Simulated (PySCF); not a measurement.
Some computed properties have been withheld. Give your best values.

Compound: C8H13NO.
SMILES: `C=CC[C@@H]1N=CC[C@H]1OC`

```json
{"property": "point group", "level": "PBE0-D3(BJ)/def2-SVP", "value": "C1"}
{"property": "rotational constants A, B, C", "level": "PBE0-D3(BJ)/def2-SVP", "value": "1.661, 1.126, 0.803 GHz"}
{"property": "dipole moment", "level": "wB97X-D/def2-SVPD", "value": "2.12 D"}
{"property": "HOMO energy", "level": "wB97X-D/def2-SVPD", "value": "-8.99 eV"}
{"property": "LUMO energy", "level": "wB97X-D/def2-SVPD", "value": "1.73 eV"}
{"property": "lowest singlet excitation", "level": "TDDFT wB97X-D/def2-SVPD", "value": "5.41 eV (229 nm, f = 0.002)"}
{"property": "strongest line among the 10 lowest singlet transitions", "level": "TDDFT wB97X-D/def2-SVPD", "value": "?"}
{"property": "lowest triplet excitation (Tamm–Dancoff)", "level": "TDA wB97X-D/def2-SVPD", "value": "?"}
{"property": "static isotropic polarisability", "level": "wB97X-D/def2-SVPD", "value": "?"}
{"property": "vertical ionisation energy", "level": "ΔSCF wB97X-D/def2-SVPD", "value": "9.07 eV"}
{"property": "electronic spatial extent ⟨r²⟩ about the centre of nuclear charge", "level": "wB97X-D/def2-SVPD", "value": "1567 bohr²"}
{"property": "13C chemical shifts (computed TMS as zero) by class", "level": "GIAO PBE0/pcSseg-1", "value": "?"}
{"property": "1H chemical shifts (computed TMS as zero) by class", "level": "GIAO PBE0/pcSseg-1", "value": "7.46 (1 H), 6.16 (1 H), 5.40 (1 H), 5.33 (1 H), 4.07 (1 H), 3.22 (1 H), 3.10 (3 H), 2.82 (1 H), 2.62 (1 H), 2.45 (1 H), 1.09 (1 H) ppm"}
{"property": "isotropic shieldings of nuclei other than C and H, by class", "level": "GIAO PBE0/pcSseg-1", "value": "?"}
```

The electronic properties come from PySCF, for the isolated species, density fitting. Geometry: PBE0-D3(BJ)/def2-SVP, one conformer, isolated molecule. NMR classes are plain means over equivalent atoms (diastereotopic ones count apart unless rotation or inversion swaps them), as if these changed places fast; in this geometry the members of some classes differ.

Problem. Give the strongest line among the 10 lowest singlet transitions.

Solution. S7 at 7.66 eV (162 nm, f = 0.164).

Problem. What is the static isotropic polarisability?

Solution. 103.6 au.

Problem. The lowest triplet excitation (Tamm–Dancoff)?

Solution. 4.48 eV.

Problem. What are the isotropic shieldings of nuclei other than C and H, by class?

Solution. -129 (1 N), 291 (1 O) ppm.

Problem. What are the 13C chemical shifts (computed TMS as zero) by class?

Solution. 170.9 (1 C), 147.3 (1 C), 125.2 (1 C), 79.9 (1 C), 77.5 (1 C), 56.6 (1 C), 47.0 (1 C), 41.6 (1 C) ppm.

With B = h/(8π²I), that is 505.379 GHz u Å² over I, the principal moments of inertia are 304.3, 448.9 and 629.2 u Å² (most abundant isotopes). The polarisability is 15.35 Å³ as a volume (1 au = 0.148185 Å³), or 1.36 au for each of the 76 electrons. The ΔSCF ionisation energy exceeds −ε(HOMO) by 0.08 eV with wB97X-D.

For the NMR shielding job (PBE0/pcSseg-1), time: 36 s wall. Hardware: an x86-64 server with one thread, no GPU, on a shared host.
